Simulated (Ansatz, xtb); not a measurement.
**Relative energy of two structures of B2ClH5OSi**

We compare X, a singlet given by its coordinates, with Y, `[SiH3]BOBCl`, a singlet. Both are isolated molecules in the gas phase, relaxed with r2SCAN-D4/def2-SVP; the shapes shown needn't be the lowest conformers.

X (Å):

```xyz
10

B    -0.2931   -0.0617   -0.3169
B    -1.2785   -2.6099   -1.6931
Cl    0.3058   -1.6414   -1.6207
O    -2.2823   -2.1405   -0.9974
Si   -2.1976   -0.6769   -0.0268
H    -0.1204    0.9006   -1.0285
H     0.4860   -0.2101    0.5958
H    -3.3074    0.1695   -0.5574
H    -2.5992   -1.1290    1.3386
H    -1.2398   -3.5912   -2.3794
```

Close contacts (Å): B1–Cl3 2.13, B1–Si5 2.02, B2–Cl3 1.86, B2–O4 1.31, O4–Si5 1.76, B1–H6 1.21, B1–H7 1.21, B2–H10 1.20, Si5–H8 1.49, Si5–H9 1.49.

Y (Å):

```xyz
10

B    -0.2045    0.8210   -0.2251
B    -0.3502   -0.2110   -2.6880
Cl   -0.5831    0.9013   -4.0375
O    -0.2216    0.2771   -1.4538
Si   -1.9318    1.1153    0.8098
H    -2.1052    2.5776    1.0852
H    -1.8570    0.4191    2.1339
H    -3.1359    0.6195    0.0728
H     0.8808    1.1214    0.2272
H    -0.3042   -1.3947   -2.8890
```

Problem. Estimate E(Y) − E(X) at the level CCSD(T)/def2-SVP + ΔMP2/def2-TZVPP.

Solution. Not settled: CCSD(T)/def2-SVP + ΔMP2/def2-TZVPP gives E(Y) − E(X) = +1.52 kcal/mol, but this leans on the basis-set step: CCSD(T) alone gives −4.91 kcal/mol.

The same difference at several levels:

```
                             level            geometry  E(Y) − E(X) (kcal/mol)  departure from the last row (kcal/mol)  job, with rough time for the two
                          GFN2-xTB            GFN2-xTB                    +11.13                                   +9.61              optimisation, 0.37 s
                         HF/STO-3G            GFN2-xTB                    −15.09                                  −16.61              single point, 0.28 s
      r2SCAN-D4/def2-SVP//GFN2-xTB            GFN2-xTB                     −6.99                                   −8.51                 single point, 2 s
                r2SCAN-D4/def2-SVP  r2SCAN-D4/def2-SVP                     −4.02                                   −5.54                optimisation, 28 s
                       HF/def2-SVP  r2SCAN-D4/def2-SVP                    −11.89                                  −13.41           part of the CCSD(T) run
                      MP2/def2-SVP  r2SCAN-D4/def2-SVP                     −3.55                                   −5.07           part of the CCSD(T) run
                  CCSD(T)/def2-SVP  r2SCAN-D4/def2-SVP                     −4.91                                   −6.43                      single point
CCSD(T)/def2-SVP + ΔMP2/def2-TZVPP  r2SCAN-D4/def2-SVP                     +1.52                                                        single point, 20 s
```

HF/STO-3G, r2SCAN-D4/def2-SVP//GFN2-xTB, r2SCAN-D4/def2-SVP, HF/def2-SVP, MP2/def2-SVP, CCSD(T)/def2-SVP put the two in the other order. The largest departure from CCSD(T)/def2-SVP + ΔMP2/def2-TZVPP is that of HF/STO-3G, 16.61 kcal/mol. The last row adds to CCSD(T) the change of the MP2 difference between the two basis sets, here +6.43 kcal/mol, a large step that makes the value less sure.

With harmonic frequencies from r2SCAN-D4/def2-SVP (ideal gas, rigid rotor, one conformer each, 298.15 K, 1 atm): on the last row, ΔE + ΔZPE = +0.10 kcal/mol. A mode under 50 cm⁻¹ makes harmonic enthalpies and free energies unreliable, so none is given.

The correlated steps freeze 13 core orbitals. Programs: Ansatz 0.2.0, xtb 6.7.1; the last row on 2 threads of Intel(R) Xeon(R) 6975P-C (Granite Rapids) on a shared host.
